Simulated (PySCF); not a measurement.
pent-4-en-1-ol (C5H10O), SMILES C(=C)CCCO. Geometry optimised at B3LYP-D3(BJ)/def2-SVP. One conformer was computed; it need not be the lowest.

Question: Give the equilibrium geometry at B3LYP-D3(BJ)/def2-SVP (PySCF confirms it by a frequency run) as bond lengths and angles. (Estimate from the structure and the level; the computed values follow.)

Answer: Several could match; the one computed here: 
Atoms: C1 C2 C3 C4 C5 O6 H7 H8 H9 H10 H11 H12 H13 H14 H15 H16. Bonded distances (Å): C1–C2 1.336, C1–H7 1.096, C1–H8 1.094, C2–C3 1.502, C2–H9 1.097, C3–C4 1.540, C3–H10 1.102, C3–H11 1.103, C4–C5 1.522, C4–H12 1.103, C4–H13 1.103, C5–O6 1.416, C5–H14 1.109, C5–H15 1.109, O6–H16 0.965. Angles (°): C2–C1–H7 121.4, C2–C1–H8 121.8, H7–C1–H8 116.9, C1–C2–C3 125.4, C1–C2–H9 119.0, C3–C2–H9 115.7, C2–C3–C4 113.9, C2–C3–H10 109.8, C2–C3–H11 108.8, C4–C3–H10 108.9, C4–C3–H11 107.8, H10–C3–H11 107.4, C3–C4–C5 114.0, C3–C4–H12 109.8, C3–C4–H13 108.7, C5–C4–H12 108.1, C5–C4–H13 108.9, H12–C4–H13 107.1, C4–C5–O6 108.6, C4–C5–H14 109.1, C4–C5–H15 109.5, O6–C5–H14 111.5, O6–C5–H15 111.2, H14–C5–H15 106.9, C5–O6–H16 108.6.
